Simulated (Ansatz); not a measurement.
A nudged elastic band was laid between two geometries of C4H9B (14 atoms, charge 0, multiplicity 1).

Theory: RKS PBE0/STO-3G in Ansatz 0.2.0.

```json
{
  "movable images": "5",
  "climbing image": "yes",
  "spring": "5.0 eV/Å²",
  "optimiser": "quadratic models (default)",
  "start path": "IDPP",
  "force threshold": "0.05 eV/Å",
  "iteration limit": "60",
  "end points": "relaxed"
}
```

Image 0:

```xyz
14
Properties=species:S:1:pos:R:3
B -1.645 -0.992 1.008
C -0.652 0.103 0.629
C 0.851 -0.099 0.938
C 0.389 -0.212 -0.484
C 0.726 0.873 -1.506
H -2.755 -0.740 1.293
H -1.297 -2.113 1.004
H -0.964 1.151 0.645
H 1.145 -1.008 1.468
H 1.406 0.797 1.227
H 0.343 -1.226 -0.898
H 1.706 0.675 -1.962
H -0.025 0.900 -2.306
H 0.760 1.860 -1.026
```

Image 6:

```xyz
14
Properties=species:S:1:pos:R:3
B -1.645 -1.248 0.668
C -0.802 0.004 0.432
C 0.576 0.128 1.125
C 0.535 -0.155 -0.348
C 0.928 0.918 -1.362
H -2.817 -1.208 0.644
H -1.112 -2.274 0.868
H -1.293 0.966 0.260
H 0.880 -0.672 1.804
H 0.863 1.132 1.446
H 0.784 -1.179 -0.650
H 0.427 0.745 -2.325
H 0.650 1.915 -0.999
H 2.014 0.900 -1.534
```

(1) Which bonds break or form, and what moves?

(2) What energy profile does the band end with?

(3) What is the geometry of the highest image?

(4) What are the harmonic wavenumbers there?

Results:

(1) No bond is made or broken. The dihedral C2–C4–C5–H13 goes from -82 to 38°. The two ends are copies of one structure, up to a mirror image or an exchange of like atoms.

(2) The forces met the threshold. The highest image is number 3 of 0 to 6, 0.095 eV above the ends, which have the same energy within 2 meV. A vibrational analysis at the climbing image gives one clearly imaginary mode, 195i cm⁻¹: a first-order saddle point. Limits of this set-up: minimal basis.

| image | path coordinate (Å) | energy (eV) | dihedral C2–C4–C5–H13 (°) |
| --- | --- | --- | --- |
| 0 | 0.00 | 0.000 | -82 |
| 1 | 0.58 | 0.023 | -62 |
| 2 | 1.16 | 0.071 | -42 |
| 3 | 1.74 | 0.095 | -22 |
| 4 | 2.31 | 0.071 | -2 |
| 5 | 2.89 | 0.024 | 18 |
| 6 | 3.46 | 0.000 | 38 |

(3) 
```xyz
14
Properties=species:S:1:pos:R:3
B -1.626 -1.234 0.750
C -0.776 0.008 0.488
C 0.641 0.103 1.097
C 0.510 -0.155 -0.377
C 0.865 0.924 -1.412
H -2.796 -1.172 0.806
H -1.101 -2.274 0.887
H -1.259 0.981 0.360
H 0.978 -0.711 1.744
H 0.961 1.099 1.414
H 0.720 -1.182 -0.693
H 1.275 0.458 -2.316
H -0.020 1.506 -1.702
H 1.616 1.621 -1.016
```

(4) 195i, 147, 291, 318, 420, 440, 866, 874, 948, 978, 1009, 1089, 1136, 1163, 1204, 1208, 1246, 1254, 1294, 1349, 1403, 1470, 1554, 1594, 1638, 1691, 1695, 3001, 3144, 3362, 3444, 3493, 3503, 3527, 3540, 3599 cm⁻¹.

The run took 2.5 min on 1 thread of Intel(R) Xeon(R) Processor @ 2.50GHz (Skylake/Cascade Lake), on a shared host, peak memory 0.11 GiB.
